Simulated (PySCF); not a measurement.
Zn(SeH)(OSiH3) (H₄OSeSiZn), SMILES [Zn]([O][SiH3])[SeH].

Coordinates come from a B3LYP-D3(BJ)/def2-SVP optimisation. The structure was generated by enumeration; whether it is a known compound was not checked. Other conformers were not sampled.

Two levels are set side by side: PBE/def2-TZVP (PySCF) and PBE0/def2-TZVP (PySCF). Same geometry, gas phase. Differences are taken from unrounded values.

| quantity | PBE0 |
|---|---|
| orbital gap (eV) | 5.92 |
| highest occupied level (eV) | -7.32 |
| lowest empty level (eV) | -1.40 |
| dipole moment (D) | 1.18 |
| mean polarisability (bohr³) | 79.8 |

**Question.** What does PBE give, and how far is it from PBE0? (Estimate from the structure and the level; the computed values follow.)

**Answer.** 
```tsv
quantity	PBE	PBE minus PBE0
orbital gap (eV)	3.92	-1.99
highest occupied level (eV)	-6.20	1.12
lowest empty level (eV)	-2.28	-0.87
dipole moment (D)	1.25	0.07
mean polarisability (bohr³)	84.4	4.7
```

Without exact exchange PBE keeps part of each electron's self-repulsion, which lifts occupied levels and narrows the gap. PBE's more diffuse valence density responds more strongly to a field. Differences between two approximate levels are no errors against the true value.

Rough cost on one machine, each run with all the roots and properties that it gave: PBE0 against PBE within a factor of 2.
